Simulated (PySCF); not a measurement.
Computed IR spectrum (relative IR intensity) of a molecule C3H6NO, multiplicity 2. Geometry optimised at PBE-D3(BJ)/def2-SVP. Other conformers were not sampled. Method: PBE-D3(BJ)/def2-SVP (PySCF 2.14.0). No scaling factor is applied to the harmonic values.

Lines under 2 % of the strongest are left out, and lines within 2 cm⁻¹ are merged.

ν (cm⁻¹): 307 (w), 387 (w), 478 (vw), 639 (vw), 912 (vw), 1022 (w), 1283 (w), 1338 (w), 1355 (vw), 1400 (vw), 1456 (w), 1747 (vs), 2876 (m), 2961 (w), 3038 (w) (against the strongest line: vs over 80 %, s over 45 %, m over 15 %, w over 4 %, vw less)

Pick the molecule that these values belong to.
A) C[N]C(C)=O
B) [CH2]N(C)C=O
C) CN(C)[C]=O

B, [CH2]N(C)C=O
